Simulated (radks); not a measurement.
Results of a calculation; reference values are marked as such.
Be+, configuration [He] 2p1 (not the ground configuration). Code: a radial shooting solver on a logarithmic mesh with Libxc functionals. Model: scalar-relativistic Kohn-Sham, PBEsol, spin-polarised, spherical densities, finite nucleus; open shells are filled with parallel spins first; Fermi nuclear charge, rms radius 2.519 fm.

X-ray form factor f0, the Fourier transform of the density (f0(0) = 3):

sin(theta)/lambda (1/angstrom),f0 (electrons)
0.05,2.874
0.1,2.582
0.15,2.275
0.2,2.034
0.25,1.863
0.3,1.736
0.4,1.533
0.5,1.343
0.6,1.160
0.8,0.838
1,0.593
1.25,0.383
1.5,0.251
2,0.115
